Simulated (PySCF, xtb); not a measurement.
Al(H)(NH2)(NMe2) (C₂H₉AlN₂), SMILES C[N](C)[AlH][NH2]. One conformer was computed; it need not be the lowest.

Harmonic wavenumbers (cm⁻¹) from GFN2-xTB (xtb) at its own minimum, in rising order: 43, 113, 116, 201, 203, 259, 287, 327, 402, 430, 458, 581, 658, 828, 981, 1040, 1091, 1126, 1178, 1257, 1402, 1412, 1468, 1477, 1478, 1501, 1508, 1856, 2868, 2873, 2899, 2908, 2950, 2990, 3400, 3418.

Q: What does PBE-D3(BJ)/def2-SVP (PySCF) give at its own minimum? (The exact figures need the calculation; the answer reports its results.)

A: 61, 136, 180, 225, 258, 263, 314, 335, 342, 477, 551, 601, 704, 818, 1000, 1055, 1073, 1126, 1207, 1264, 1380, 1393, 1400, 1406, 1430, 1453, 1477, 1904, 2875, 2883, 2918, 2929, 3031, 3031, 3508, 3597. Paired by order, the mean absolute difference is 39 cm⁻¹ and the zero-point energies are 68.6 and 69.5 kcal/mol.
